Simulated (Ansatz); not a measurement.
```xyz
3

Al    0.0000    0.0000    0.0000
H     0.0000    0.0000    2.1280
C     0.0000    2.7161   -0.4789
```

Basis set: pcseg-2 (spherical functions). Charge 0, multiplicity 1.

Computed with Ansatz (development build ahead of 0.2.0); each method stands on the lowest determinant of its kind that the runs found.

(1) Give the atomization energy at this shape (free ground-state atoms in the same class of orbitals less the molecule, no zero-point energy) of singlet CHAl by UHF, RHF.

Answers

(1)

```
method  atomization energy
   UHF             1.16 eV
   RHF            -0.35 eV
```

Caution: the shape is not the minimum. Caution for UHF: the unrestricted determinant is a mixture of spin states. Caution for RHF: an unrestricted determinant lies well below.
